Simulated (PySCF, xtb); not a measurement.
H₈N₂OSi₂, SMILES N[Si@@H](O)N[SiH3]. The values are those of a single conformer.

Harmonic wavenumbers (cm⁻¹) from xtb with GFN2-xTB at its own minimum, in rising order: 49, 82, 124, 194, 220, 259, 282, 294, 342, 569, 572, 606, 684, 699, 713, 760, 804, 807, 828, 838, 886, 925, 1003, 1192, 1533, 2189, 2231, 2247, 2271, 3467, 3485, 3520, 3702.

Q: What does B3LYP-D3(BJ)/def2-SVP run with PySCF give at its own minimum? (The exact figures need the calculation; the answer reports its results.)

A: 75, 120, 142, 203, 252, 298, 313, 366, 376, 434, 632, 716, 732, 760, 788, 827, 889, 922, 938, 946, 960, 975, 1015, 1185, 1536, 2192, 2211, 2215, 2224, 3577, 3598, 3675, 3875. Paired by order, the mean absolute difference is 63 cm⁻¹ and the zero-point energies are 54.9 and 57.1 kcal/mol.
